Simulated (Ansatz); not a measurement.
Consider the formal exchange of groups at a Ga–Si bond: `F[SiH2][GaH2]` + disilane → `[SiH3][SiH2][GaH2]` + `F[SiH3]`.

Calculated with Ansatz (gas phase, PBE0-D4/def2-TZVP geometries, no zero-point term in ΔE). CBS: MP2 limit from def2 TZ/QZ plus the TZ coupled-cluster correction, frozen cores. This one scheme is used for every species. DFT in def2-TZVPP. HSE06 is defined as in plane-wave codes. For Ga outer-core shells are correlated without core-valence functions, which leaves a few kJ/mol of doubt a bond. Scalar relativity is left out up to krypton.

Question: Is it downhill or uphill in electronic energy at CCSD(T)/CBS, and by how much? (An estimate is asked.)

Answer: Computed: Downhill: ΔE = -0.22 eV.

Question: What do these levels give: revPBE-D4, r2SCAN-D4, r2SCANh-D4, r2SCAN0-D4, CAM-B3LYP-D4, ωB97M-V, revPBE, BLYP, HSE06, BHLYP, CCSD/def2-SVP, MP2/CBS(def2)? (Best estimate.)

Answer: The calculation gave: revPBE-D4 -0.19, r2SCAN-D4 -0.20, r2SCANh-D4 -0.21, r2SCAN0-D4 -0.21, CAM-B3LYP-D4 -0.17, ωB97M-V -0.19, revPBE -0.16, BLYP -0.14, HSE06 -0.18, BHLYP -0.17, CCSD/def2-SVP -0.23, MP2/CBS(def2) -0.26 eV.

Largest T1 diagnostic among the species: 0.014.

In def2-TZVPP, CCSD(T) changes the Hartree–Fock value by −0.05 eV (the triples alone add −0.01 eV) and MP2 by −0.09 eV. The D4 term adds −0.03 eV with B3LYP and −0.02 eV with PBE0; it sums over pairs of atoms, weighted by their polarisabilities, and B3LYP, whose exchange is more repulsive, gets the larger term.

B3LYP here is the variant with VWN-RPA as its local correlation; programs differ in this.
